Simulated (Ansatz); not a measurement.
Job for Ansatz (a program for electronic structure): R-PBE0/def2-TZVPP on Br2 (SMILES BrBr).

Ansatz 0.2 input:
```yaml
crystal:
  periodic: [false, false, false]
  atoms:
    - {symbol: Br, position_ang: [0.00000000, 0.00000000, -1.15786810]}
    - {symbol: Br, position_ang: [-0.00000000, -0.00000000, 1.15786810]}
basis:
  gaussian:
    orbitals: def2-TZVPP
hamiltonian:
  xc: {name: PBE0}
scf: {lower_state_search: off}
```

Output:

```
WARN ansatz: RAYON_NUM_THREADS=1 ignored (pool sized by the plan → 1); use --threads N
Functional definition: PBE0
these checks for a lower state are left out or cut short: stability, starts, cluster_reference, orbital_swaps, neighbouring_geometries, increment
integrals: 0.04 GiB planned
651 factors; integrals over basis functions are off by at most 9.9e-4 eV
mean field: 0.35 GiB planned
mean field evaluation 1: about -140076.0746 eV, gradient 9.3e0 eV
mean field evaluation 2: about -140076.1462 eV, gradient 5.4e0 eV
mean field evaluation 4: about -140076.1797 eV, gradient 1.6e-1 eV
mean field evaluation 8: about -140076.2264 eV, gradient 2.7e-3 eV
mean field evaluation 16: about -140076.2264 eV, gradient 9.5e-7 eV
mean field -140076.22640287 eV, -5147.7063732290 hartree, gradient 9.5e-7 eV, S^2 0.000000; 0 other end points of the search recorded, 0 dependent functions left out
reference -140076.22642272 eV, -5147.7063739586 hartree; 35, 35 occupied and 61, 61 virtual orbitals, 651 factors
Total energy: -140076.22642272 eV, -5147.7063739586 hartree
Checks for a lower state left out: stability, starts, cluster_reference, orbital_swaps, neighbouring_geometries, increment
```

Self-consistency was reached.

Cost: around 0.7 core-seconds (rough).
